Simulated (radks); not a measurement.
The numbers below are computed, except where a source is named.
The rubidium ion Rb+, 36 electrons, occupied as [Kr]. Code: a radial shooting solver on a logarithmic mesh with Libxc functionals. Model: Dirac Kohn-Sham, SOGGA, spin-unpolarised, spherical densities, finite nucleus; Fermi nuclear charge, rms radius 4.2036 fm.

Unscreened Slater integrals over Kohn-Sham orbitals (cm^-1). Large and small components are both included.

\begin{tabular}{lr}
integral & value \\ \hline
F0(4p3/2,4p3/2) & 114900 \\
F2(4p3/2,4p3/2) & 59879 \\
F0(4p3/2,4p1/2) & 116130 \\
G2(4p3/2,4p1/2) & 60457 \\
F0(4p3/2,4s1/2) & 124040 \\
G1(4p3/2,4s1/2) & 82108 \\
F0(4p3/2,3d5/2) & 150400 \\
F2(4p3/2,3d5/2) & 31014 \\
G1(4p3/2,3d5/2) & 10017 \\
G3(4p3/2,3d5/2) & 9374.5 \\
F0(4p1/2,4p1/2) & 117410 \\
F0(4p1/2,4s1/2) & 125630 \\
G1(4p1/2,4s1/2) & 84068 \\
F0(4p1/2,3d5/2) & 153380 \\
G3(4p1/2,3d5/2) & 9856.7 \\
F0(4s1/2,4s1/2) & 135990 \\
F0(4s1/2,3d5/2) & 173940 \\
G2(4s1/2,3d5/2) & 14346 \\
F0(3d5/2,3d5/2) & 381170 \\
F2(3d5/2,3d5/2) & 184170 \\
F4(3d5/2,3d5/2) & 116220 \\
\end{tabular}
